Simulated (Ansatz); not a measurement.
Two isomers of C2H8GeO3: A = `C[O][Ge]([CH3])([OH])[OH]`, B = `C[O][GeH]([OH])[O]C`.

Calculated with Ansatz (gas phase, PBE0-D4/def2-TZVP geometries, no zero-point term in ΔE). CBS: MP2 limit from def2 TZ/QZ plus the TZ coupled-cluster correction, frozen cores. Functionals use def2-TZVPP. B3LYP here is the variant with VWN-RPA as its local correlation; programs differ in this. For Ge outer-core shells are correlated without core-valence functions, which leaves a few kJ/mol of doubt a bond. Scalar relativity is left out up to krypton. Each species was taken in one conformer, which may not be the lowest.

(1) Which isomer does CCSD(T)/CBS put lower? Give the gap. (Best estimate.)

(2) Give E(B) − E(A) in kJ/mol with CCSD(T)/def2-TZVPP, PBE-D4, ωB97M-V, B2PLYP, B3LYP-D4, r2SCAN-D4, B3LYP. (Estimate.)

Largest T1 diagnostic: 0.012.

## Answers

(1) Ansatz gave: A, by 105.8 kJ/mol.

(2) Ansatz gave: CCSD(T)/def2-TZVPP 103.5, PBE-D4 99.1, ωB97M-V 101.5, B2PLYP 99.9, B3LYP-D4 96.0, r2SCAN-D4 101.9, B3LYP 95.4. None reverses the order clearly.

In def2-TZVPP, CCSD(T) changes the Hartree–Fock value by +13.2 kJ/mol (the triples alone add +0.6 kJ/mol) and MP2 by +20.1 kJ/mol.
